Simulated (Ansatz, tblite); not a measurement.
Removing an electron: the cluster AgCl₂⁻ (the lowest singlet isomer of a short search). Charge -1, multiplicity 1. Geometry: PBE0-D4/def2-TZVPD. Ansatz, gas phase; energy differences of separate SCF runs; the oxidised species was run as a doublet alone.

```xyz
3

Ag    0.000    0.000    0.000
Cl    0.684   -0.940    2.026
Cl   -0.684    0.940   -2.026
```

In the def2 sets Ag takes a core potential; there is no spin–orbit coupling. The xTB rows come from tblite. Correlated methods freeze 10 core orbitals; core or outer-core shells of Ag are correlated, in sets that lack core-valence functions. In CCSD on the charge 0 doublet the largest single amplitude is 0.37, so its Hartree–Fock determinant may place the open shell otherwise than the density functionals do. HOMO above LUMO, or a gap near zero within one spin, warns that the state may not be the lowest or that an electron is smeared out. The structure comes from a short search, and lower isomers may exist.

```tsv
level	−HOMO (eV)	vertical IE (eV)	−LUMO (eV)	HOMO–LUMO gap (eV)	remarks
PBE-D4/def2-TZVPD	1.61	4.49	-2.60	4.21	gap within one spin near zero (doublet)
r2SCAN-D4/def2-TZVPD	1.85	4.66	-2.98	4.82	–
CCSD/def2-TZVPPD	–	5.46	–	–	large T1 (0.055) (doublet)
CCSD(T)/def2-TZVPPD	–	5.41	–	–	large T1 (0.055) (doublet)
```

(1) Estimate the rows for GFN1-xTB, GFN2-xTB, PBE0-D4/def2-TZVPD.

## Answers

(1) 
```csv
level,−HOMO (eV),vertical IE (eV),−LUMO (eV),HOMO–LUMO gap (eV)
GFN1-xTB,6.72,9.69,1.41,5.32
GFN2-xTB,5.42,8.85,-1.42,6.84
PBE0-D4/def2-TZVPD,2.97,4.93,-3.26,6.23
```

Run but left out: HF/def2-TZVPPD, MP2/def2-TZVPPD (neutral doublet: a determinant that CCSD turns far, T1 0.055).  Raw xTB energy differences between charge states are shifted by several eV; the methods need an empirical correction for them.
